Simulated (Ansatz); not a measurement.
`C#[C][Ge]([Cl])([Cl])[Cl]`, relaxed with RKS PBE-D4/def2-SVP in the Gaussian-basis code of Ansatz from a rough embedded geometry. The force threshold is 0.03 eV/Å; the program also tests the step.

Charge 0, multiplicity 1.

Start:

```xyz
7

C    -1.642   -0.419   -1.331
C    -0.678   -0.181   -0.535
Ge    0.769    0.194    0.668
Cl    0.000    0.593    2.548
Cl    1.833    1.946   -0.073
Cl    2.117   -1.513    0.690
H    -2.398   -0.621   -1.967
```

| step | energy (eV) | largest force (eV/Å) | largest move (Å) |
| --- | --- | --- | --- |
| 1 | -96130.9421 | 5.316 | 0.000 |
| 2 | -96131.2382 | 0.416 | 0.071 |
| 3 | -96131.2458 | 0.066 | 0.016 |
| 4 | -96131.2460 | 0.025 | 0.005 |

End:

```xyz
7

C    -1.608   -0.414   -1.312
C    -0.675   -0.180   -0.550
Ge    0.754    0.195    0.618
Cl    0.013    0.586    2.600
Cl    1.839    1.923   -0.070
Cl    2.103   -1.480    0.701
H    -2.426   -0.630   -1.988
```

Run time 8 s (2 threads of a server CPU on a shared host); peak host memory 0.21 GiB.
